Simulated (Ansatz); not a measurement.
WS2(OH)2 (WS2O2H2). The state is a triplet with charge 0. Geometry r2SCAN-D4/def2-SVP, that of the neutral singlet; atoms count from 1.

| atom | x (Å) | y (Å) | z (Å) |
| --- | --- | --- | --- |
| W1 | 0.233 | -0.137 | -0.129 |
| S2 | 0.595 | -2.249 | -0.100 |
| S3 | 1.795 | 0.844 | -1.220 |
| O4 | 0.211 | 0.486 | 1.645 |
| H5 | 0.655 | 1.289 | 1.952 |
| O6 | -1.402 | 0.215 | -0.988 |
| H7 | -2.087 | -0.447 | -1.160 |

In the def2 sets W takes a core potential; there is no spin–orbit coupling. At PBE0-D4/def2-TZVP a singlet of charge 0 lies 2.57 eV below the triplet at the same geometry.

Problem. Estimate the Mulliken populations from the PBE0/def2-TZVP orbitals of Ansatz.

Solution. 
```tsv
atom	charge (e)	spin (α − β)	d electrons
W1	1.06	0.55	3.96
S2	-0.26	0.71	–
S3	-0.26	0.71	–
O4	-0.61	-0.01	–
H5	0.34	0.02	–
O6	-0.61	-0.01	–
H7	0.34	0.02	–
```
Mulliken values and Mayer orders depend strongly on the basis.

Problem. Where does the spin sit?

Solution. Summed by element: W 0.55, S 1.43, O -0.02, H 0.04, of 2 unpaired in all. Largest on single atoms: S3 0.71, S2 0.71, W1 0.55.

Problem. And the Mayer bond orders between bonded heavy atoms (over 0.3)?

Solution. W1–S2 1.72 (2.14 Å); W1–S3 1.72 (2.14 Å); W1–O4 1.07 (1.88 Å); W1–O6 1.07 (1.88 Å).
